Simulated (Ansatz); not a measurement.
```xyz
8

Br    0.283    1.854   -1.358
C    -0.263    0.101   -0.737
C     0.302   -0.201    0.623
Br   -0.437    0.928    2.000
Br   -0.036   -2.076    1.003
H    -1.350    0.080   -0.731
H     0.122   -0.613   -1.462
H     1.380   -0.074    0.664
```

Charge 0, multiplicity 1.

(1) List the B3LYP/def2-TZVPP orbital energies in eV (Ansatz). (An estimate is asked.)

Results:

(1) Computed: Occupied: -13139.71, -13139.60, -13139.44, -1701.35, -1701.24, -1701.08, -1533.08, -1532.98, -1532.98, -1532.97, -1532.87, -1532.87, -1532.81, -1532.71, -1532.71, -280.37, -279.12, -237.13, -237.02, -236.86, -178.08, -177.98, -177.81, -177.76, -177.75, -177.65, -177.64, -177.49, -177.48, -72.35, -72.26, -72.25, -72.24, -72.15, -72.15, -72.08, -72.00, -72.00, -71.99, -71.98, -71.88, -71.88, -71.73, -71.73, -24.26, -22.26, -21.46, -19.56, -17.06, -13.89, -12.70, -12.67, -11.28, -10.56, -8.77, -8.45, -8.36, -8.19, -8.08, -7.81. Lowest empty: -1.42, -0.92, 0.04, 1.24, 1.59, 2.26, 2.74, 3.81.

B3LYP here is the variant with VWN-RPA as its local correlation; programs differ in this.
